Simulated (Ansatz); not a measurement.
C2H8SeSi can be A, `CC[Se][SiH3]`, or B, `CC[SiH2][SeH]`.

Calculated with Ansatz (gas phase, PBE0-D4/def2-TZVP geometries, no zero-point term in ΔE). CBS: MP2 limit from def2 TZ/QZ plus the TZ coupled-cluster correction, frozen cores. Functionals use def2-TZVPP. B3LYP here is the variant with VWN-RPA as its local correlation; programs differ in this. For Se outer-core shells are correlated without core-valence functions, which leaves a few kJ/mol of doubt a bond. Scalar relativity is left out up to krypton. One conformer a species, not always the lowest.

(1) Which is lower in electronic energy at CCSD(T)/CBS, and by how much? (Best estimate.)

(2) Give E(B) − E(A) in kJ/mol with r2SCAN-D4, HF/def2-TZVPP, MP2/def2-TZVPP, B3LYP, ωB97M-V, CCSD/def2-TZVPP, PBE-D4. (An estimate is asked.)

Largest T1 diagnostic: 0.009.

Results:

(1) Ansatz gave: B, by 40.9 kJ/mol.

(2) The calculation gave: r2SCAN-D4 -43.0, HF/def2-TZVPP -39.4, MP2/def2-TZVPP -38.6, B3LYP -39.6, ωB97M-V -44.9, CCSD/def2-TZVPP -40.6, PBE-D4 -41.0. None reverses the order clearly.
